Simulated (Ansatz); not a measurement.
Molecule: bromo(trichloro)silane, sum formula SiBrCl3, charge 0, multiplicity 1. 
Coordinates optimised at B3LYP-D3(BJ)/def2-TZVP (Ansatz, a first-principles code):
SMILES: Cl[Si](Cl)(Cl)Br
```xyz
5

Si    -0.4130     0.0753     0.0382
Cl    -0.9617    -0.0909     1.9902
Cl    -1.4600    -1.2713    -1.0706
Cl    -0.8299     1.9550    -0.6189
Br     1.7445    -0.3181    -0.1613
```

Computed values are from Ansatz. Cores are frozen in the correlated levels unless marked. Open shells are spin-unrestricted. Spin-orbit coupling is left out. Frozen are the shells of the preceding noble gas and the d and f shells that filled before the atom's block. Non-relativistic. CBS(X,Y): correlation extrapolated as X^-3; Hartree-Fock from the larger set. The bracket is a focal-point correction in the basis named.

**Question.** What is the total energy at RI-MP2/CBS(def2-TZVPPD,def2-QZVPPD)+[CCSD(T)-MP2]/def2-TZVPPD?

**Answer.** -4241.2890 Eh.

**Question.** What is the T1 diagnostic at CCSD/def2-TZVPPD?

**Answer.** 0.009.

**Question.** What is the atomisation energy De at RI-MP2/CBS(def2-TZVPPD,def2-QZVPPD)+[CCSD(T)-MP2]/def2-TZVPPD?

**Answer.** 371.0 kcal/mol.

**Question.** What is the dipole moment at CCSD(T)/def2-SVPD?

**Answer.** 0.18 D.
